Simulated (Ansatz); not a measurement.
Cost and result up the ladder for the cluster B6N (the lowest doublet isomer of a short search) (7 atoms). The state is a doublet with charge 0. Geometry: B3LYP-D4/def2-SVP.

| atom | x (Å) | y (Å) | z (Å) |
| --- | --- | --- | --- |
| N1 | 0.064 | -1.115 | -1.778 |
| B2 | 0.242 | 1.759 | 1.216 |
| B3 | 0.395 | 1.228 | -0.200 |
| B4 | -0.477 | -0.943 | 0.961 |
| B5 | -0.255 | 0.396 | 1.706 |
| B6 | 0.333 | 0.132 | -1.370 |
| B7 | -0.302 | -1.458 | -0.536 |

Ansatz on 4 threads of Arm Neoverse V1 on a shared host. Times are rough, and most runs start from the orbitals of an earlier one. ωB97M-V/def2-TZVP serves as the yardstick here, not as an exact answer. Differences are given only for rows in sets of like size (and for xTB, whose basis is part of the method), since another set adds its own error. Binding counts from free atoms at the same level (N quartet, B doublet; other spins of the atoms weren't run), without zero-point energy or a counterpoise term.

B3LYP takes the VWN-RPA correlation. Correlated methods freeze 7 core orbitals. Another isomer (doublet) lies 0.19 eV lower at PBE0-D4/def2-TZVP; other spin states weren't run for this one.

Run but left out: HF/6-31G, MP2/def2-TZVP (⟨S²⟩ 1.66 to 1.70, where a pure state has 0.75).

Correlated methods converge slowly with the basis.

```json
{"level": "B3LYP-D4/6-31G", "functions": "63", "wall time": "1.4 s"}
{"level": "PBE-D4/def2-SVP", "functions": "98", "wall time": "1.4 s"}
{"level": "PBE0-D4/def2-SVP", "functions": "98", "wall time": "1.9 s"}
{"level": "PBE-D4/def2-TZVP", "functions": "217", "wall time": "3.6 s"}
{"level": "PBE0-D4/def2-TZVP", "functions": "217", "wall time": "6.5 s"}
{"level": "RPA@PBE/def2-TZVP", "functions": "217", "wall time": "6.5 s"}
{"level": "PBE-D4/def2-TZVPD", "functions": "259", "wall time": "8 s"}
{"level": "BHLYP-D4/def2-TZVP", "functions": "217", "wall time": "13 s"}
{"level": "PBE0-D4/def2-TZVPD", "functions": "259", "wall time": "14 s"}
{"level": "r2SCAN-D4/def2-TZVP (with forces)", "functions": "217", "wall time": "18 s"}
{"level": "ωB97X-V/def2-TZVP", "functions": "217", "wall time": "29 s"}
{"level": "ωB97M-V/def2-TZVP", "functions": "217", "wall time": "33 s"}
{"level": "ωB97X-V/def2-TZVPD", "functions": "259", "wall time": "42 s"}
```

Estimate what each level gives for the binding energy per atom (eV).


```json
{"level": "B3LYP-D4/6-31G", "binding energy per atom (eV)": "4.25", "difference from ωB97M-V/def2-TZVP (eV)": "–"}
{"level": "PBE-D4/def2-SVP", "binding energy per atom (eV)": "4.83", "difference from ωB97M-V/def2-TZVP (eV)": "–"}
{"level": "PBE0-D4/def2-SVP", "binding energy per atom (eV)": "4.64", "difference from ωB97M-V/def2-TZVP (eV)": "–"}
{"level": "PBE-D4/def2-TZVP", "binding energy per atom (eV)": "4.76", "difference from ωB97M-V/def2-TZVP (eV)": "0.38"}
{"level": "PBE0-D4/def2-TZVP", "binding energy per atom (eV)": "4.56", "difference from ωB97M-V/def2-TZVP (eV)": "0.18"}
{"level": "RPA@PBE/def2-TZVP", "binding energy per atom (eV)": "3.83", "difference from ωB97M-V/def2-TZVP (eV)": "-0.55"}
{"level": "PBE-D4/def2-TZVPD", "binding energy per atom (eV)": "4.76", "difference from ωB97M-V/def2-TZVP (eV)": "0.38"}
{"level": "BHLYP-D4/def2-TZVP", "binding energy per atom (eV)": "4.17", "difference from ωB97M-V/def2-TZVP (eV)": "-0.21"}
{"level": "PBE0-D4/def2-TZVPD", "binding energy per atom (eV)": "4.56", "difference from ωB97M-V/def2-TZVP (eV)": "0.18"}
{"level": "r2SCAN-D4/def2-TZVP (with forces)", "binding energy per atom (eV)": "4.57", "difference from ωB97M-V/def2-TZVP (eV)": "0.19"}
{"level": "ωB97X-V/def2-TZVP", "binding energy per atom (eV)": "4.30", "difference from ωB97M-V/def2-TZVP (eV)": "-0.07"}
{"level": "ωB97M-V/def2-TZVP", "binding energy per atom (eV)": "4.38", "difference from ωB97M-V/def2-TZVP (eV)": "0.00"}
{"level": "ωB97X-V/def2-TZVPD", "binding energy per atom (eV)": "4.30", "difference from ωB97M-V/def2-TZVP (eV)": "-0.07"}
```
